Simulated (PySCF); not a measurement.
An unknown is described by computed data only.

Elements present: C, H and O. Monoisotopic mass: 142.0994 u.

| Property | Result |
| --- | --- |
| 1H NMR | chemical shifts (computed TMS as zero) by class: 2.16 (3 H), 2.02 (2 H), 1.93 (3 H), 1.83 (3 H), 0.99 (3 H) ppm [GIAO PBE0/pcSseg-1] |
| Rotational structure | rotational constants A, B, C: 1.756, 1.046, 0.782 GHz [GFN2-xTB] |
| Dipole | 1.52 D [PBE0/pcSseg-1] |
| 13C NMR | chemical shifts (computed TMS as zero) by class: 176.4 (1 C), 148.9 (1 C), 133.6 (1 C), 31.3 (1 C), 23.1 (1 C), 18.8 (1 C), 18.8 (1 C), 13.3 (1 C) ppm [GIAO PBE0/pcSseg-1] |
| NMR, other nuclei | isotropic shieldings of nuclei other than C and H, by class: -105 (1 O), 62 (1 O) ppm [GIAO PBE0/pcSseg-1] |

Gas-phase values; electronic properties from PySCF, density fitting. Levels stand in brackets. One conformer (not necessarily the lowest) at the GFN2-xTB geometry, without solvent, vibrations or thermal averaging. NMR values are class means; diastereotopic atoms form classes of their own.

Problem. Which formula fits the mass and the elements?

Solution. C8H14O2 (calculated 142.0994). No other formula that holds each of these elements comes within 0.0003 u with a fitting electron parity and a possible valence count.

Problem. Give a SMILES that accounts for the data.

Solution. Numbering: `[CH3:1][CH2:2]/[C:3]([CH3:4])=[C:5](/[CH3:6])[O:7][C:8]([CH3:9])=[O:10]`. Its formula, C8H14O2, gives 2 degrees of unsaturation: 0 rings and 2 π bonds in the structure found. 8 carbons fall into 8 classes; from least to most shielded: ester carbonyl carbon [C8] (176.4 ppm), vinylic carbon bearing oxygen [C5] (148.9 ppm), fully substituted alkene carbon [C3] (133.6 ppm), allylic carbon [C2] (31.3 ppm), methyl carbon next to a carbonyl [C9] (23.1 ppm), allylic carbon [C6] (18.8 ppm), allylic carbon [C4] (18.8 ppm), methyl carbon [C1] (13.3 ppm). Hydrogen classes from least to most shielded: 3 H on a methyl carbon next to a carbonyl, C9 (2.16 ppm), 2 H on an allylic carbon, C2 (2.02 ppm, a mean of values up to 0.9 ppm apart in this geometry), 3 H on an allylic carbon, C6 (1.93 ppm, a mean of values up to 0.6 ppm apart in this geometry), 3 H on an allylic carbon, C4 (1.83 ppm, a mean of values up to 0.6 ppm apart in this geometry), 3 H on a methyl carbon, C1 (0.99 ppm). The other shieldings belong to: -105 ppm, ester carbonyl oxygen [O10]; 62 ppm, ester single-bonded oxygen [O7]. The optimised geometry has point group C1 and is an asymmetric top. Structure: `CC/C(C)=C(/C)OC(C)=O`. Computed isomers that give other values at the same levels: `CC(=O)OC1CCCCC1` (13C chemical shifts (computed TMS as zero) by class: 175.7 (1 C), 76.1 (1 C), 35.4 (2 C), 29.5 (1 C), 28.4 (2 C), 23.9 (1 C) ppm); `COC[C@@H]1CCCCC1=O` (13C chemical shifts (computed TMS as zero) by class: 216.3 (1 C), 77.3 (1 C), 61.6 (1 C), 54.6 (1 C), 46.2 (1 C), 37.2 (1 C), 33.2 (1 C), 29.5 (1 C) ppm); `CCC1=C[C@@](CO)(OC)C1` (13C chemical shifts (computed TMS as zero) by class: 161.0 (1 C), 142.1 (1 C), 81.0 (1 C), 67.2 (1 C), 53.6 (1 C), 36.5 (1 C), 29.1 (1 C), 15.3 (1 C) ppm). The assignments are read from this structure; whether some other isomer fits the data as well wasn't checked.

Shape of the structure used: `[CH3:1][CH2:2]/[C:3]([CH3:4])=[C:5](/[CH3:6])[O:7][C:8]([CH3:9])=[O:10]`: C1–C2–C3–C4 76°, C3–C5–O7–C8 86°, C5–O7–C8–C9 -179°.
